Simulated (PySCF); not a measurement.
Gas-phase reaction: GeCl3 + 2 GeH4 + H ⇌ 3 GeH3Cl

Computed with PySCF and rigid-rotor harmonic-oscillator thermochemistry at 1 bar. † marks an energy on the PBE0/def2-TZVP geometry and frequencies; other levels use their own. MP2 and CCSD(T) freeze the core. 6-31G* has spherical d functions here. Open shells (unrestricted): GeCl3 (multiplicity 2), H (multiplicity 2); the rest are closed-shell singlets. B3LYP is the form with VWN-RPA correlation. Ge: all electrons, no relativistic terms. GeCl3: computed as isolated molecules; such fragments, hydroxides, amides, oligomers or adducts are transient or little studied in the gas. MP2 isn't extrapolated to the basis-set limit; its ΔH°(298 K) is -308.9 kJ in def2-SVP and -326.3 kJ in def2-TZVPP. CCSD(T) isn't extrapolated to the basis-set limit. The harmonic model lacks anharmonicity and excited electronic states, which grow with temperature; levels with a mode under 35 cm⁻¹ are left out.

```
level               ΔE electronic, kJ  ΔH°(298 K), kJ  ΔS°(298 K), J/K  ΔG°(2500 K), kJ
------------------  -----------------  --------------  ---------------  ---------------
B3LYP/def2-TZVP†                 -335            -316              -94              -56
BLYP/def2-TZVP†                  -315            -296              -94              -36
CCSD(T)/def2-SVP†                -336            -317              -94              -57
HF/6-31G*                        -299            -278              -92              -19
HF/def2-TZVP†                    -294            -276              -94              -16
M06-2X/def2-TZVP†                -341            -323              -94              -63
MP2/def2-SVP†                    -327            -309              -94              -49
MP2/def2-TZVPP†                  -345            -326              -94              -66
LDA/def2-TZVP†                   -349            -330              -94              -70
ωB97M-V/def2-TZVP†               -344            -326              -94              -66
ωB97X-V/def2-TZVP†               -355            -336              -94              -76
```
ΔH° is lowest at ωB97X-V/def2-TZVP† and highest at HF/def2-TZVP†. No reference value is set beside these.
